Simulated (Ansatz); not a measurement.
Species: C2H5Si, charge 0, doublet. C2H5Si (SMILES [H]/[C]=C\[SiH3], doublet).
B3LYP-D3(BJ)/def2-TZVP minimum from Ansatz (an electronic-structure program):
```xyz
8

Si     0.9854     0.0771    -0.1344
C     -0.7943    -0.5170    -0.0334
C     -1.7582     0.2640     0.3650
H      1.0454     1.4912     0.2967
H      1.4870    -0.0423    -1.5248
H      1.8514    -0.7487     0.7415
H     -1.0062    -1.5481    -0.3207
H     -1.8583     1.2868     0.6998
```
Charge 0, spin multiplicity 2.

Wanted: atomisation energy (electronic, to ground-state atoms), in kcal/mol. Open shells are spin-unrestricted; no spin-orbit coupling. CBS(X,Y): correlation extrapolated as X^-3, Hartree-Fock from the larger set. A bracket is a step between two methods taken in the basis named. The functionals are non-relativistic, so their misses hold any scalar relativity. Double hybrids freeze cores in their MP2 part. 'core' is core correlation in cc-pwCVTZ (1s frozen past Ne), 'X2C' scalar relativity in cc-pVTZ-DK, both at CCSD(T). Where a partner has so few electrons that a lower coupled-cluster level is exact, that level stands in. The UHF reference of C2H5Si ([H]/[C]=C\[SiH3], doublet) is spin-contaminated (<S^2> up to 0.17 over the pure value in the sets run).

CCSD(T)/CBS(cc-pV(T+d)Z,cc-pV(Q+d)Z) + [CCSDT(Q) - CCSD(T)]/cc-pV(D+d)Z + core + X2C (Ansatz) gives 659.8 kcal/mol.

How far off this value is PBE/def2-TZVPD (Ansatz), in which direction, and how far these levels: B3LYP/def2-TZVPD, PBE0/def2-TZVPD, B2PLYP/def2-TZVPD, CCSD(T)/CBS(cc-pV(T+d)Z,cc-pV(Q+d)Z) + core + X2C?

PBE gives 664.5 kcal/mol, 4.7 kcal/mol above it. Differences of the others: B3LYP/def2-TZVPD (Ansatz) -3.6; PBE0/def2-TZVPD (Ansatz) -2.5; B2PLYP/def2-TZVPD (Ansatz) -9.4; CCSD(T)/CBS(cc-pV(T+d)Z,cc-pV(Q+d)Z) + core + X2C (Ansatz) -0.9 kcal/mol.
